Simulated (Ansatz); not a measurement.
`[OH][InH][B](Cl)Cl` + `C[SeH]` → `C[Se]B(Cl)Cl` + `[OH][InH2]` at 500 K and 1 bar (cleavage of the B–In bond).

Isolated molecules relaxed with PBE0-D4/def2-TZVP in Ansatz; ΔE leaves out vibrations. CCSD(T)/CBS is the MP2 limit (def2-TZVPP, def2-QZVPP) plus CCSD(T) − MP2 in def2-TZVPP, frozen cores. Elements past krypton have def2 core potentials. For In, Se outer-core shells are correlated without core-valence functions, which leaves a few kJ/mol of doubt a bond. Scalar relativity is left out up to krypton. One conformer a species, not always the lowest.

```
             species  CCSD(T)/CBS energy (Eh)  H − E (kJ/mol)  S (J/(mol·K))
`[OH][InH][B](Cl)Cl`              -1210.61969           114.1          454.7
            `C[SeH]`              -2441.15625           142.1          299.3
      `C[Se]B(Cl)Cl`              -3385.02344           160.7          419.7
        `[OH][InH2]`               -266.78179            92.5          311.9
```

H − E and S are ideal-gas, rigid-rotor, harmonic terms from PBE0-D4/def2-TZVP, for one conformer and one mirror image of each species. 1 Eh = 2625.50 kJ/mol, R = 8.31446 J/(mol·K).

Q: By hand: ΔE, ΔH, ΔS and ΔG.

A: ΔE = (-3385.02344) + (-266.78179) − (-1210.61969) − (-2441.15625) = -0.02929 Eh = -76.9 kJ/mol. Δ(H − E) = 160.7 + 92.5 − 114.1 − 142.1 = -3.0, so ΔH = -79.9 kJ/mol. ΔS = 419.7 + 311.9 − 454.7 − 299.3 = -22.4 J/(mol·K). ΔG = -79.9 − 500 × (-22.4)/1000 = -68.7 kJ/mol.

Q: By hand: the equilibrium constant, and the temperature at which ΔG would vanish if ΔH and ΔS stayed fixed.

A: log₁₀ K = −ΔG/(RT ln 10) = 7.2. ΔG = 0 at ΔH/ΔS = 3567 K, far beyond where these terms or the molecules hold.

ΔH outweighs TΔS. A doubt of 5 kJ/mol in ΔE shifts log₁₀ K by 0.5 here. Other conformers and mirror images would add mixing entropy, several J/(mol·K) or more a flexible species. Modes under 60 cm⁻¹, often nearly free rotors, make the harmonic entropy too high. These are equilibria of isolated gas molecules and say nothing of rates. Largest T1 diagnostic: 0.017 (customary marks: 0.02 for closed shells, 0.045 for open ones).
